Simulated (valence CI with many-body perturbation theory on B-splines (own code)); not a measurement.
# Er LIV: calculated level list

Calculated by relativistic CI+MBPT: five valence electrons over a frozen Dirac-Fock core [Ne], a basis of 11 s, 11 p, 10 d, 8 f, 5 g, 2 h functions for each j, with the one-electron correlation potential Σ1 (screened to all orders), the two-electron term Σ2, the three-electron term Σ3, Breit, model QED; selected single and double excitations, second order for the rest, scaled by the run's own slope (own B-spline code, finite nucleus).

The last digits are not significant, and no measured levels were compared; by estimate large intervals hold to a few tenths of a per cent, small ones and those within an open d or f shell to about a per cent. Among the levels kept, up to 3000 cm⁻¹ of a level comes from second order outside the variational space, and about a tenth of that is noise between levels of different J, which matters for small intervals.

Levels 91 to 135 of 166, with energies above the lowest level, (3s^2 3p1/2^2 3p3/2) J=3/2. "Leading %" is the weight of the configuration and term that name the level; weights of strongly mixed levels are sums over their largest components and can fall short. In the jj column 3d3/2^4 stands for four electrons in 3d with j = 3/2.

```tsv
No.	Configuration	Term	J	E (Ry)	Leading %	g	Second component	Leading jj
91	3s 3p3 3d	2F°	5/2	62.949	29	1.049	11 % 3s 3p3 3d 4G°	3s 3p1/2 3p3/2^2 3d3/2 (92 %)
92	3s 3p3 3d	4D°	7/2	63.046	41	1.267	23 % 3s 3p3 3d 4F°	3s 3p1/2 3p3/2^2 3d5/2 (67 %)
93	3s 3p2 3d2	4F	5/2	63.217	18	1.188	16 % 3s 3p2 3d2 6G	3s 3p1/2^2 3d3/2 3d5/2 (93 %)
94	3s 3p2 3d2	6D	3/2	63.619	31	1.617	24 % 3s 3p2 3d2 4P	3s 3p1/2^2 3d3/2 3d5/2 (96 %)
95	3s 3p3 3d	2P°	1/2	63.924	40	1.044	18 % 3s 3p3 3d 4D°	3s 3p1/2 3p3/2^2 3d3/2 (79 %)
96	3s 3p3 3d	4D°	3/2	63.938	25	1.320	15 % 3s 3p3 3d 2P°	3s 3p1/2 3p3/2^2 3d3/2 (75 %)
97	3s 3p3 3d	4G°	11/2	64.021	97	1.262		3s 3p1/2 3p3/2^2 3d5/2 (97 %)
98	3s 3p3 3d	2F°	5/2	64.118	22	1.035	13 % 3s 3p3 3d 2D°	3s 3p1/2 3p3/2^2 3d3/2 (68 %)
99	3s 3p2 3d2	4F	9/2	64.139	29	1.212	17 % 3s 3p2 3d2 2G	3s 3p1/2^2 3d3/2 3d5/2 (92 %)
100	3s 3p3 3d	4F°	9/2	64.205	54	1.242	30 % 3s 3p3 3d 2G°	3s 3p1/2 3p3/2^2 3d5/2 (91 %)
101	3s 3p2 3d2	2F	5/2	64.254	24	1.117	14 % 3s 3p2 3d2 4G	3s 3p1/2^2 3d3/2 3d5/2 (94 %)
102	3s 3p3 3d	2P°	1/2	64.281	29	1.048	20 % 3s 3p3 3d 4D°	3s 3p1/2 3p3/2^2 3d5/2 (81 %)
103	3s 3p3 3d	4D°	1/2	64.518	33	0.859	14 % 3s 3p3 3d 4P°	3s 3p1/2 3p3/2^2 3d3/2 (76 %)
104	3s 3p3 3d	4D°	3/2	64.562	11	1.057	8 % 3p5 2P°	3s 3p1/2 3p3/2^2 3d3/2 (59 %)
105	3s 3p2 3d2	2D	3/2	64.626	20	1.059	12 % 3s 3p2 3d2 4F	3s 3p1/2^2 3d3/2 3d5/2 (90 %)
106	3s 3p2 3d2	2G	7/2	64.709	30	0.926	27 % 3s 3p2 3d2 4H	3s 3p1/2^2 3d3/2 3d5/2 (96 %)
107	3s 3p2 3d2	2P	1/2	65.094	35	1.158	22 % 3s 3p2 3d2 4D	3s 3p1/2^2 3d3/2 3d5/2 (91 %)
108	3s 3p3 3d	4D°	5/2	65.108	40	1.308	10 % 3s 3p3 3d 2D°	3s 3p1/2 3p3/2^2 3d5/2 (85 %)
109	3s 3p3 3d	2D°	3/2	65.479	29	1.196	27 % 3s 3p3 3d 4D°	3s 3p1/2 3p3/2^2 3d5/2 (91 %)
110	3s 3p4	2S	1/2	65.573	34	1.811	33 % 3s 3p4 4P	3s 3p3/2^4 (94 %)
111	3s 3p3 3d	2P°	1/2	65.581	41	1.227	36 % 3s 3p3 3d 2S°	3s 3p1/2 3p3/2^2 3d5/2 (65 %)
112	3s 3p3 3d	2F°	7/2	65.589	50	1.125	18 % 3s 3p3 3d 2G°	3s 3p1/2 3p3/2^2 3d5/2 (85 %)
113	3s 3p3 3d	4D°	5/2	65.772	31	1.303	21 % 3s 3p3 3d 4P°	3s 3p1/2 3p3/2^2 3d5/2 (83 %)
114	3s 3p3 3d	4D°	7/2	66.294	33	1.216	14 % 3s 3p3 3d 2F°	3s 3p1/2 3p3/2^2 3d5/2 (82 %)
115	3s 3p3 3d	2P°	3/2	66.397	38	1.329	16 % 3s 3p3 3d 4S°	3s 3p1/2 3p3/2^2 3d5/2 (78 %)
116	3s 3p3 3d	2G°	9/2	66.459	63	1.127	9 % 3s 3p3 3d 4G°	3s 3p1/2 3p3/2^2 3d5/2 (77 %)
117	3s 3p3 3d	4D°	5/2	66.583	31	1.168	20 % 3s 3p3 3d 2D°	3s 3p1/2 3p3/2^2 3d5/2 (86 %)
118	3s 3p3 3d	2F°	5/2	67.057	39	1.104	19 % 3s 3p3 3d 2D°	3s 3p1/2 3p3/2^2 3d5/2 (86 %)
119	3s 3p3 3d	4D°	7/2	67.126	36	1.241	24 % 3s 3p3 3d 2F°	3s 3p1/2 3p3/2^2 3d5/2 (95 %)
120	3s 3p3 3d	2F°	7/2	67.286	17	1.104	17 % 3s2 3p 3d2 2G°	3s^2 3p3/2 3d3/2^2 (46 %)
121	3s 3p3 3d	2P°	3/2	67.416	39	1.054	26 % 3s 3p3 3d 2D°	3s 3p1/2 3p3/2^2 3d5/2 (81 %)
122	3s 3p3 3d	2F°	7/2	67.580	18	1.124	13 % 3s2 3p 3d2 2F°	3s^2 3p3/2 3d3/2^2 (38 %)
123	3s 3p3 3d	2D°	5/2	67.592	23	1.127	16 % 3s2 3p 3d2 4F°	3s 3p1/2 3p3/2^2 3d5/2 (49 %)
124	3s2 3p 3d2	4D°	1/2	67.649	55	0.521	16 % 3s 3p3 3d 2S°	3s^2 3p3/2 3d3/2^2 (58 %)
125	3s2 3p 3d2	4D°	3/2	67.698	21	0.982	15 % 3s2 3p 3d2 4F°	3s^2 3p3/2 3d3/2^2 (54 %)
126	3s 3p3 3d	2D°	5/2	67.709	15	1.077	13 % 3s2 3p 3d2 4F°	3s^2 3p3/2 3d3/2^2 (44 %)
127	3s 3p2 3d2	4F	9/2	68.013	26	1.253	12 % 3s 3p2 3d2 6F	3s 3p1/2^2 3d5/2^2 (90 %)
128	3s 3p3 3d	2P°	1/2	68.125	22	1.024	18 % 3s 3p3 3d 2S°	3s 3p1/2 3p3/2^2 3d5/2 (64 %)
129	3s 3p3 3d	2D°	3/2	68.409	26	1.081	7 % 3s 3p3 3d 4D°	3s 3p1/2 3p3/2^2 3d5/2 (66 %)
130	3s 3p3 3d	2D°	5/2	68.803	31	1.075	14 % 3s 3p3 3d 2F°	3s 3p1/2 3p3/2^2 3d5/2 (81 %)
131	3s 3p2 3d2	2D	5/2	68.818	19	1.350	11 % 3s 3p2 3d2 4D	3s 3p1/2^2 3d5/2^2 (94 %)
132	3s 3p3 3d	2D°	3/2	68.933	30	1.187	13 % 3s 3p3 3d 2P°	3s 3p1/2 3p3/2^2 3d5/2 (68 %)
133	3s2 3p 3d2	2P°	3/2	69.160	15	1.358	15 % 3s2 3p 3d2 4P°	3s^2 3p3/2 3d3/2^2 (65 %)
134	3s 3p2 3d2	2F	7/2	69.182	23	1.080	11 % 3s 3p2 3d2 4G	3s 3p1/2^2 3d5/2^2 (92 %)
135	3s 3p2 3d2	2D	3/2	69.602	21	1.093	16 % 3s 3p2 3d2 4F	3s 3p1/2^2 3d5/2^2 (90 %)
```

Where two levels of one J and parity lie close, their mixing, g and order are uncertain.
